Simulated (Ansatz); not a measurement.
System: sum formula SiN3H6, charge 0, multiplicity 2. It need not be the lowest isomer of its formula. 
Structure (B3LYP-D3(BJ)/def2-TZVP (Ansatz, an electronic-structure program) minimum search):
```xyz
10

N     -1.2336     1.1137    -0.5133
Si     0.0195     0.1760     0.2815
N      1.3689     0.0572    -0.7683
N     -0.3944    -1.4291     0.6948
H     -0.9120     1.9685    -0.9743
H      0.1932     0.8802     1.5825
H      2.1083    -0.6027    -0.5879
H      1.6721     0.8176    -1.3530
H     -0.9359    -1.6109     1.5249
H     -0.5847    -2.1093    -0.0250
```
Charge 0, spin multiplicity 2.

Basis-set convergence of Hartree-Fock and CCSD correlation energies (hartree) with Ansatz. Cores are frozen in the correlated levels unless marked. Open shells are spin-unrestricted. No spin-orbit coupling. Non-relativistic.

```json
[
 {"basis": "aug-cc-pV(D+d)Z", "functions": "155", "E(HF)": "-455.85265", "E(corr, CCSD)": "-0.65551"},
 {"basis": "aug-cc-pV(T+d)Z", "functions": "331", "E(HF)": "-455.91344", "E(corr, CCSD)": "-0.77527"},
 {"basis": "aug-cc-pV(Q+d)Z", "functions": "605", "E(HF)": "-455.92706", "E(corr, CCSD)": "-0.81257"}
]
```

Extrapolating the two largest sets (X = 3 and 4) as X^-3: E(corr) = (64·(-0.81257) - 27·(-0.77527))/37 = -0.8398 Eh, an estimate of the basis-set limit. The largest set recovers 96.8 % of it, the smallest 78.1 %.
